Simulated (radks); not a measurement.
Task: The mean radii <r> (bohr) of the occupied orbitals of an atom or ion are listed with their occupations. All-electron calculation, non-relativistic Kohn-Sham, PBE, spin-polarised, spherical densities, point nucleus. Program: a radial shooting solver on a logarithmic mesh with Libxc functionals.

orbital  occ.     <r>
1s up       1  0.1768
1s down     1  0.1761
2s up       1  0.9102
2s down     1  0.9378
2p up       3  0.8813

Name the element and its charge. Open shells, if any, are filled with parallel spins first.

Result: Z = 9, fluorine, charge +2: F2+ in [He] 2s2 2p3. The 1s radius gives Z: for a bare nucleus <r> = 1.5/Z, 0.1667 bohr for Z = 9, and screening makes it slightly larger (0.1768 here). The occupations add up to 7, and the charge is Z minus that.
